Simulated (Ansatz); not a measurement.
Program: Ansatz. Geometries: PBE0-D4/def2-TZVP. ΔE: electronic, gas phase. CCSD(T)/CBS adds triple-zeta CCSD(T) − MP2 to the extrapolated MP2 energy (def2 sets, frozen cores). Functionals use def2-TZVPP. B3LYP here is the variant with VWN-RPA as its local correlation; programs differ in this. For Ge, Mg outer-core shells are correlated without core-valence functions, which leaves a few kJ/mol of doubt a bond. Scalar relativity is left out up to krypton. One conformer a species, not always the lowest.

`C[CH](C)[Mg][NH2]` + `[NH2][Ge][SH]` → `C[S][Ge][NH2]` + `C[CH2][Mg][NH2]`  (substitution at a C–C bond)

`C[CH](C)[Mg][NH2]`:

```xyz
14

C    -0.133    0.706   -1.644
C     0.588    0.038   -0.475
C     1.417    1.066    0.292
Mg   -0.714   -1.065    0.770
N    -1.884   -2.051    1.883
H     0.568    1.247   -2.297
H    -0.668   -0.010   -2.276
H    -0.868    1.446   -1.304
H     1.285   -0.700   -0.897
H     2.024    0.615    1.083
H     2.110    1.605   -0.373
H     0.789    1.830    0.764
H    -1.751   -2.260    2.862
H    -2.763   -2.469    1.613
```

`[NH2][Ge][SH]`:

Cartesian coordinates in Å:
```
N 1.232 -0.202 -0.064
Ge -0.389 -1.015 0.053
S -1.575 0.903 0.063
H 1.408 0.790 -0.104
H 2.079 -0.746 -0.096
H -2.755 0.270 0.149
```

`C[S][Ge][NH2]`:

Z-matrix (Å, degrees):
```
C
S 1 1.814
H 1 1.090 2 109.3
H 1 1.090 2 109.3 3 -119.5
H 1 1.092 2 111.1 3 120.2
Ge 2 2.235 1 100.3 3 -120.5
N 6 1.819 2 96.1 1 -180.0
H 7 1.007 6 120.8 2 179.9
H 7 1.008 6 126.5 2 0.0
```

`C[CH2][Mg][NH2]`:

Cartesian coordinates in Å:
```
C -0.976 0.435 1.603
C -1.054 -0.326 0.277
Mg 0.635 -0.238 -0.962
N 2.157 -0.164 -2.086
H -0.806 1.506 1.453
H -1.894 0.343 2.196
H -0.158 0.076 2.235
H -1.914 0.033 -0.303
H -1.272 -1.383 0.472
H 2.341 0.519 -2.806
H 2.941 -0.800 -2.079
```

| level | ΔE (eV) |
| --- | --- |
| B3LYP-D4 | 0.02 |
| B3LYP | 0.02 |
| MP2/def2-TZVPP | 0.05 |
| CCSD/def2-TZVPP | 0.08 |
| HF/def2-QZVPP | 0.04 |
| MP2/def2-QZVPP | 0.04 |
| SCS-MP2/def2-QZVPP | 0.04 |
| MP2/CBS(def2) | 0.02 |

**Question.** What does CCSD(T)/CBS give? (Estimate.)

**Answer.** Ansatz gave: +0.04 eV. The listed levels differ from it by -0.02, -0.02, 0.01, 0.04, 0.00, 0.00, 0.00, -0.02 eV.

Largest T1 diagnostic among the species: 0.014.
